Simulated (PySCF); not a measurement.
**Ionisation energy of Mg⁺ by level of theory**

Mg⁺ [Ne] 3s1 (2S) → Mg²⁺ [Ne] (1S), as a difference of total energies. Computed with PySCF 2.14 in aug-cc-pVQZ, with no relativity, point nucleus. The calculations carry no spin-orbit coupling.

```tsv
method	ionisation energy (eV)
UHF	14.724
LDA	15.354
PBE	15.342
PBE0	15.236
r2SCAN	15.019
r2SCAN0	15.036
M06-L	14.275
CAM-B3LYP	15.475
HSE06	15.242
```

For comparison: 15.035 eV (measured; NIST Atomic Spectra Database, ionization energies).
